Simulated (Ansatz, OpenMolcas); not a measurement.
The same job for OpenMolcas

Ansatz 0.2.0 runs this on CH5AlOSi (SMILES [CH2]1O[SiH2][AlH]1):

molecule.yaml:
```yaml
crystal:
  periodic: [false, false, false]
  atoms:
    - {symbol: C, position_ang: [-0.309900, 1.022500, -0.653500]}
    - {symbol: O, position_ang: [0.621100, -0.021300, -1.022900]}
    - {symbol: Si, position_ang: [0.767800, -1.223900, 0.135800]}
    - {symbol: Al, position_ang: [-0.858800, 0.279300, 1.121100]}
    - {symbol: H, position_ang: [-1.090200, 1.097600, -1.420100]}
    - {symbol: H, position_ang: [0.213300, 1.986000, -0.643000]}
    - {symbol: H, position_ang: [2.177700, -1.338300, 0.615000]}
    - {symbol: H, position_ang: [0.422400, -2.560600, -0.433300]}
    - {symbol: H, position_ang: [-1.855100, 0.712400, 2.283700]}
basis:
  gaussian:
    orbitals: STO-3G
hamiltonian:
  xc: hf
accuracy: high
output: {orbitals: {seedname: orbitals}}
```

```bash
$ ansatz run molecule.yaml --threads 1 --pin off --max-ram 3480MiB --events-out events.jsonl --progress --plain --runs-dir runs
```

Geometry: relaxed at PBE0-D4/def2-TZVP.

It gives a total energy of -638.742916 Eh.

Q: Write the same calculation for OpenMolcas 26.06 as an input file of the program's own, asking for the gradient.

A: This input was run:

mol.inp:
```
&GATEWAY
  BasLib=$CurrDir
  Coord
  9
  angstrom
  C       -0.309900       1.022500      -0.653500
  O        0.621100      -0.021300      -1.022900
  Si       0.767800      -1.223900       0.135800
  Al      -0.858800       0.279300       1.121100
  H       -1.090200       1.097600      -1.420100
  H        0.213300       1.986000      -0.643000
  H        2.177700      -1.338300       0.615000
  H        0.422400      -2.560600      -0.433300
  H       -1.855100       0.712400       2.283700
  Basis=STO-3G
  Group=NoSym

&SEWARD

&SCF
  Thresholds=1e-10 1e-07 1e-07 1e-05
  PrOrbitals=1 2

&ALASKA
```

```bash
$ export MOLCAS_MEM=1860
$ pymolcas mol.inp > mol.log
```

(Basis files named in the input come from the Basis Set Exchange and aren't shown.)

Its energy is -638.742916 Eh, 0.000 mEh from the first.
